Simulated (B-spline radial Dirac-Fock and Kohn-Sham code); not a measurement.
## Tc⁴⁺: non-radiative channels of the L1 vacancy

System: the Tc⁴⁺ ion, configuration 1s2 2s2 2p6 3s2 3p6 3d10 4s2 4p6 4d3, inside a Watson sphere of charge -4 and radius 2.4 Å (a model of the Madelung potential; inside it an electron's potential energy is raised by 24.0 eV).

Method: one-electron (LDA, Dirac) transition rates at Dirac-Fock energies. Computed with a radial atomic solver. Kinetic energies are configuration averages from the vacuum level; the two-hole energies are estimated from single-hole states.

```csv
transition,kinetic energy (eV),width (meV),share (%)
L1-L3M4,23.49,1700,27.6
L1-L3M5,28.82,2420,39.3
L1-L2N1,120.5,142,2.3
L1-L2N2,154.0,88.9,1.4
L1-L2N3,157.1,121,2.0
L1-L2N5,203.7,19.6,0.3
L1-L3N1,237.0,218,3.5
L1-L3N2,270.1,92.4,1.5
L1-L3N3,273.8,187,3.0
L1-L3N4,319.8,41.9,0.7
L1-L3N5,320.3,56.0,0.9
L1-M1M1,1873.6,37.3,0.6
L1-M1M2,1977.9,73.2,1.2
L1-M1M3,1998.4,139,2.3
L1-M1M4,2166.7,109,1.8
L1-M1M5,2170.5,156,2.5
L1-M2M5,2267.3,38.0,0.6
L1-M3M4,2284.4,31.5,0.5
L1-M3M5,2290.3,22.5,0.4
L1-M1N3,2406.0,23.0,0.4
L1-M4M5,2459.0,219,3.6
L1-M5M5,2463.2,61.0,1.0
L1-M5N1,2663.9,19.7,0.3
```

Coster-Kronig rates are the weakest part of this model and often come out 1.5 to 2.5 times too large. The listed channels hold 98 % of the non-radiative rate. Summed by principal shells, of 6.17 eV in all: LLM 66.9 %, LLN 15.9 %, LMM 14.6 %, LMN 2.5 %.
